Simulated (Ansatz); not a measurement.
Two structures of CH₉AsGe, singlet, reached by relaxing down either side of one saddle point (PBE0-D4/def2-TZVP). Energies are electronic, without zero-point energy. Ansatz 0.2.0; basis: def2-TZVPP and def2-QZVPP; cores frozen in the correlated methods. Filled d shells of the heavier atoms are correlated. The def2 sets are not built for correlating such inner shells, so the correlated values are less sure here. Extrapolation: Hartree–Fock as exp(−7.88 √X), correlation as X^−2.97. First:

| atom | x (Å) | y (Å) | z (Å) |
| --- | --- | --- | --- |
| Ge1 | -1.4671 | 0.0031 | 0.6465 |
| C2 | -0.1368 | 1.4277 | 0.5417 |
| H3 | -1.9172 | -0.4211 | -0.7635 |
| H4 | -0.8855 | -1.2298 | 1.3619 |
| H5 | -2.7048 | 0.4808 | 1.4286 |
| H6 | 0.5610 | -1.3692 | -1.8051 |
| As7 | 1.9604 | -1.8537 | -1.4547 |
| H8 | 0.7356 | 1.0857 | -0.0164 |
| H9 | 0.1806 | 1.7220 | 1.5428 |
| H10 | -0.5563 | 2.2995 | 0.0383 |
| H11 | 1.6979 | -1.6988 | 0.0362 |
| H12 | 2.5322 | -0.4462 | -1.5560 |

Second:

Ge1  (-1.444, -1.535, -0.221)
C2  (0.835, 2.054, 0.642)
H3  (-2.484, -1.550, -1.353)
H4  (-1.800, -2.633, 0.794)
H5  (-1.474, -0.168, 0.478)
H6  (1.275, 1.148, 0.226)
As7  (0.720, -2.069, -1.179)
H8  (1.594, 2.834, 0.701)
H9  (0.449, 1.846, 1.639)
H10  (0.019, 2.387, 0.001)
H11  (1.457, -1.626, 0.078)
H12  (0.853, -0.688, -1.807)
(Å)

Task: Which bonds change from the first to the second?

Result: CH₆Ge ([CH3][GeH3]) + AsH₃ → GeAsH₅ ([GeH3][AsH2]) + CH₄; bonds formed: Ge1–As7, C2–H6; bonds broken: Ge1–C2, H6–As7.

Task: Give the saddle point's structure and its height above each. (Judge from chemistry; the value comes from the calculation.)

Result: The calculation gives: 3.086 eV above the first and 3.640 eV above the second (CCSD(T) at an estimated basis limit (MP2 extrapolated from triple and quadruple zeta, plus CCSD(T) − MP2 in triple zeta)).
Ge1  (-1.265, -0.463, 0.192)
C2  (0.194, 1.235, 0.474)
H3  (-1.850, -0.595, -1.215)
H4  (-1.073, -1.684, 1.092)
H5  (-2.222, 0.506, 0.975)
H6  (0.403, 0.055, -0.129)
As7  (1.074, -1.665, -1.116)
H8  (1.235, 1.396, 0.172)
H9  (0.126, 1.261, 1.561)
H10  (-0.437, 1.983, -0.003)
H11  (2.148, -1.490, -0.043)
H12  (1.666, -0.538, -1.960)
(Å)

T1 diagnostic: at most 0.013.

Labels in which every atom is bracketed show which atoms are joined, not bond orders.

For scale, one of the runs: CCSD(T)/def2-TZVPP, 253 basis functions, launched by `ansatz run in.yaml --threads 8 --pin off --events-out ev --progress --plain --max-ram 19148MiB`. Hardware: 8 CPU threads of an Arm Neoverse V2, shared host. Wall time 2.7 min; peak host memory 5.7 GiB.
